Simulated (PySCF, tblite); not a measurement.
Question: Give a GFN2-xTB geometry of `O=P1(N([SiH3])[SiH3])C=CC=C1`.

Answer: 
```xyz
19
C4H10NOPSi2 angstrom
O      0.5511   -2.0637   -1.1174
P      0.4483   -0.7721   -0.4348
N     -1.1186   -0.3082   -0.0928
Si    -2.3040   -1.5587   -0.4360
Si    -1.3558    1.3081    0.5145
C      1.3083    0.6267   -1.2196
C      2.2669    1.0608   -0.3999
C      2.3485    0.3749    0.8868
C      1.4526   -0.5952    1.0740
H     -3.5623   -0.9481   -0.0101
H     -1.9888   -2.7381    0.3658
H     -2.3086   -1.8317   -1.8697
H     -1.0864    2.2727   -0.5558
H     -0.4469    1.5366    1.6398
H     -2.7502    1.3403    0.9339
H      1.1114    0.9966   -2.2110
H      2.9592    1.8573   -0.6308
H      3.1004    0.6659    1.6059
H      1.3651   -1.2148    1.9498
```

Any rigid rotation of these coordinates is as good. Atoms count from 1 in this order. Of the pairs four or more bonds apart, Si5···C7 is among the closest relative to their van der Waals radii: 3.74 Å, 99 % of the sum of Bondi's values. Si4 (SiH3 silicon) is distorted tetrahedral (angles from 103.1° to 112.9°). The C–C distances run from 1.334 Å (C8=C9, drawn double) to 1.460 Å (C7–C8, drawn single), a spread of 0.126 Å. N3 (nitrogen bridging silicon atoms) is planar (angles 129.5°, 117.2° and 113.3°, sum 360.0°, 0.01 Å off the plane of its three neighbours).

Bonds between heavy atoms (Å): O1=P2 1.465, P2–N3 1.670, N3–Si4 1.757, N3–Si5 1.743, P2–C6 1.820, C6=C7 1.334, C7–C8 1.460, C8=C9 1.334, P2–C9 1.821.

Structure optimised with GFN2-xTB, isolated species.

Point group: C1 (no symmetry element, even within 0.4 Å). Its GFN2-xTB frequencies are all real (lowest 20 cm⁻¹). The numbers are those of one conformer (O1–P2–N3–Si4 7°).

These are computed values.
